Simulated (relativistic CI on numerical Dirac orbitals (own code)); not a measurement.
# Mo³³⁺: sensitivity of the levels to the model

Base calculation: Dirac-Coulomb-Breit CI, orbitals from a KLI potential per configuration, QED by a radiative potential, unscaled Slater integrals.

Configurations in the expansion (outside the closed core 1s2): 2s2 2p5, 2s 2p6, 2p6 3s, 2p6 3p, 2p6 3d, 2s2 2p4 3s, 2s2 2p4 3p, 2s2 2p4 3d, 2s 2p5 3s, 2s 2p5 3p, 2s 2p5 3d, 2s2 2p4 4s, 2s2 2p4 4p, 2s2 2p4 4d, 2s2 2p4 4f, 2s 2p5 4s, 2s 2p5 4p, 2s 2p5 4d, 2s 2p5 4f, 2s2 2p3 3s2, 2s2 2p4 5s, 2s2 2p3 3s 3p, 2s2 2p4 5p, 2s2 2p4 5d, 2s2 2p4 5f, 2s2 2p4 5g, 2s2 2p3 3p2, 2s2 2p3 3s 3d, 2s2 2p3 3p 3d, 2s 2p4 3s2, 2s2 2p3 3d2, 2s 2p4 3s 3p, 2s 2p5 5s, 2s 2p4 3p2, 2s 2p4 3s 3d, 2s 2p5 5p. Levels of other configurations are missing.

The lowest level and the first level of each name with at least 55 % of one term (blank where a level has no safe partner in the second run):

```
             Level  Base (eV)  Shift (eV)
   2s2 2p5 2P°_3/2       0.00        0.00
   2s2 2p5 2P°_1/2     109.88       +0.01
     2s 2p6 2S_1/2     331.07       +0.10
 2s2 2p4 3s 4P_5/2    2459.80       +0.89
 2s2 2p4 3s 2P_3/2    2465.55       +0.28
 2s2 2p4 3s 2S_1/2    2487.83       -1.35
2s2 2p4 3p 2P°_1/2    2543.64       -0.01
2s2 2p4 3p 4D°_7/2    2550.69       +0.81
 2s2 2p4 3s 4P_3/2    2566.85       +1.40
 2s2 2p4 3s 2P_1/2    2571.62       +0.92
 2s2 2p4 3s 2D_5/2    2581.82       -0.31
 2s2 2p4 3s 2D_3/2    2584.20       -0.48
2s2 2p4 3p 4P°_1/2    2625.97       +1.70
 2s2 2p4 3d 2F_7/2    2630.76       +0.75
 2s2 2p4 3d 4F_9/2    2631.33       +0.81
2s2 2p4 3p 2F°_5/2    2642.61       -0.27
2s2 2p4 3p 4D°_5/2    2655.85       +1.56
2s2 2p4 3p 2F°_7/2    2671.02       -0.21
 2s2 2p4 3d 4D_1/2    2726.52       +1.93
 2s2 2p4 3d 2G_7/2    2745.28       -0.21
 2s2 2p4 3d 2G_9/2    2751.08       -0.09
 2s2 2p4 3d 2S_1/2    2752.40       -0.83
```

At this charge energies of transitions that change n are usually good to better than 1 %, and those within a shell (Δn = 0) to a few per cent.

Problem. One thing was changed in a second run, which moved the levels as shown. Which?
A. QED terms removed
B. configuration mixing switched off
C. Breit term removed
D. valence Slater integrals scaled by 0.9

Solution. D. Valence Slater integrals scaled by 0.9. Scaling acts on the splittings between terms and on the mixing, and leaves the fine structure of pure LS terms nearly alone; in jj coupling it moves the levels of one term differently.

LS names give the leading component of a level, which can be under half, so a name can repeat, a term be missing and a line seem to break the LS rules.
